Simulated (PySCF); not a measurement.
GeHF, SMILES [F][GeH] (connectivity only; charge and spin as stated), neutral, multiplicity 1. Atoms are numbered in the order given.

```xyz
3

Ge     0.0530     0.3724     0.0000
H     -1.5378     0.5547     0.0000
F     -0.0177    -1.3858     0.0000
```

Geometry: ωB97X-D3(BJ)/def2-TZVP.

All values below come from PySCF with PBE0/pcSseg-2.

GIAO shieldings, no solvent; atoms alike by connectivity are averaged. δ = σ(ref) − σ: ⁷³Ge against GeH4 (σ = 1662.5 ppm); ¹H against TMS (σ = 31.54 ppm); ¹⁹F against CFCl3 (σ = 165.8 ppm), references at their B3LYP-D3(BJ)/def2-TZVP geometries, non-relativistic.

Problem. Estimate the chemical shifts. (The exact figures need the calculation; the answer reports its results.)

Solution. 
| nucleus | atoms | count | δ (ppm) |
|---|---|---|---|
| ⁷³Ge | Ge1 | 1 | 1333.0 |
| ¹H | H2 | 1 | 9.70 |
| ¹⁹F | F3 | 1 | 109.7 |
